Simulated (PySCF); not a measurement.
A run for PySCF: R-B3LYP/6-311+G** on CH5N (SMILES CN).

```python
from pyscf import gto, scf, dft, mp
from pyscf.data.elements import chemcore

mol = gto.M(
    atom='''
    C     0.19514320    0.64616053    0.15493860
    N    -0.56010423   -0.44249955    0.79306772
    H     0.98551637    0.95849630    0.83591643
    H    -0.46975874    1.49362859   -0.01173294
    H     0.64670163    0.36390524   -0.80059178
    H     0.05626637   -1.22401419    0.99038360
    H    -1.30299013   -0.77823828    0.19093149
    ''',
    basis='6-311+g**',
    charge=0, spin=0, verbose=3, max_memory=1800)
mf = dft.RKS(mol, xc='b3lyp')
mf.conv_tol = 1e-8
mf.max_cycle = 100
mf.kernel()
if not mf.converged:
    mf = mf.newton().run(mf.mo_coeff, mf.mo_occ)
```

The log:

```
converged SCF energy = -95.8936438605734
```

The run converged.

Cost: very roughly 2.6 core-seconds.
